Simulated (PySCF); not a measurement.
## Name the molecule from its bond curve

A diatomic of charge 0 contains Se. Its doublet curve at PBE0 in a triple-zeta basis (scalar-relativistic core potentials, PySCF), in eV from the separated fragments:

(R (Å), E (eV)): (1.266, -2.678), (1.325, -3.024), (1.384, -3.222), (1.428, -3.295), (1.472, -3.317), (1.516, -3.296), (1.575, -3.218), (1.649, -3.058), (1.737, -2.804), (1.855, -2.408)

The fit gives ωe = 2422 cm⁻¹ and the rotational constant Bₑ = 7.828 cm⁻¹.

Q: Which atom is the partner?

A: The minimum lies at 1.471 Å, so the reduced mass is 16.8576 u Å² cm⁻¹/(Bₑ·Re²) = 0.9952 u. With Se at 79.92 u the partner weighs about 1.0 u: H. The molecule is SeH.

Spin–orbit coupling is left out. The state is the lowest determinant that a PBE0 search found; another state may lie lower at other levels.
